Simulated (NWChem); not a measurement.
# GeHCl, singlet; SMILES [Cl][GeH]

Low-valent species are run as closed-shell singlets; no triplet was tried in these runs.

Task: Give the equilibrium geometry at PBE0-D3(BJ)/def2-TZVP (NWChem) as a list of bonds and angles, with the point group.

Result: point group Cs; any orientation.
Bonds (Å): Ge1–H2 1.601, Ge1–Cl3 2.182. Bond angles (°): H2–Ge1–Cl3 93.7.
